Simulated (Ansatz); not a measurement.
`CS[SiH2][AlH][NH2]` + HI → `CS[SiH2]I` + `[NH2][AlH2]`  (cleavage of the Si–Al bond)

Computed with Ansatz on PBE0-D4/def2-TZVP structures; ΔE is electronic, products minus reactants. CBS: MP2 limit from def2 TZ/QZ plus the TZ coupled-cluster correction, frozen cores. This one scheme is used for every species. Functionals use def2-TZVPP. HSE06 is defined as in plane-wave codes. def2 core potentials past Kr. For I outer-core shells are correlated without core-valence functions, which leaves a few kJ/mol of doubt a bond. One conformer a species, not always the lowest.

`CS[SiH2][AlH][NH2]`:

Z-matrix (Å, degrees):
```
C
S 1 1.814
H 1 1.092 2 111.7
H 1 1.090 2 106.9 3 118.8
H 1 1.091 2 110.9 3 -122.7
Si 2 2.151 1 99.8 3 58.2
Al 6 2.450 2 106.7 1 -62.5
H 6 1.489 2 103.8 1 177.2
H 6 1.496 2 109.4 1 62.6
N 7 1.771 6 117.2 2 80.0
H 7 1.586 6 125.4 2 -93.6
H 10 1.008 7 124.7 6 -174.8
H 10 1.007 7 125.2 6 8.9
```

HI:

Z-matrix (Å, degrees):
```
I
H 1 1.610
```

`CS[SiH2]I`:

Z-matrix (Å, degrees):
```
C
S 1 1.815
H 1 1.089 2 106.5
H 1 1.090 2 111.1 3 -118.8
H 1 1.090 2 110.6 3 118.6
Si 2 2.109 1 99.9 3 178.6
I 6 2.451 2 112.6 1 62.7
H 6 1.479 2 106.7 1 -178.1
H 6 1.483 2 111.5 1 -55.5
```

`[NH2][AlH2]`:

```xyz
6

N    -0.304    0.214    0.861
Al    0.269   -0.189   -0.761
H     0.250    0.150    1.700
H    -1.232    0.539    1.080
H     1.764   -0.687   -0.916
H    -0.747   -0.028   -1.965
```

```csv
level,ΔE (kcal/mol),difference from CCSD(T)/CBS
PBE-D4,-17.7,3.9
PBE0-D4,-19.0,2.6
r2SCAN0-D4,-21.0,0.6
HSE06-D4,-19.1,2.5
BHLYP-D4,-21.9,-0.3
CAM-B3LYP-D4,-20.4,1.2
PBE-QIDH,-21.3,0.3
PBE0,-19.1,2.5
r2SCAN0,-21.2,0.4
LC-ωPBE,-19.8,1.8
HF/def2-SVP,-21.7,-0.1
MP2/def2-SVP,-20.9,0.7
CCSD/def2-SVP,-18.2,3.4
HF/def2-TZVPP,-23.6,-2.0
SCS-MP2/def2-TZVPP,-22.6,-1.0
HF/CBS(def2),-23.9,-2.3
CCSD(T)/CBS,-21.6,0
```

Largest T1 diagnostic among the species: 0.012.

From BLYP to BHLYP (50 % exact exchange), in def2-TZVPP and without D4, ΔE moves by −2.6 kcal/mol. At CCSD(T), def2-SVP lies +3.8 kcal/mol from the extrapolated value and def2-TZVPP +2.3 kcal/mol.
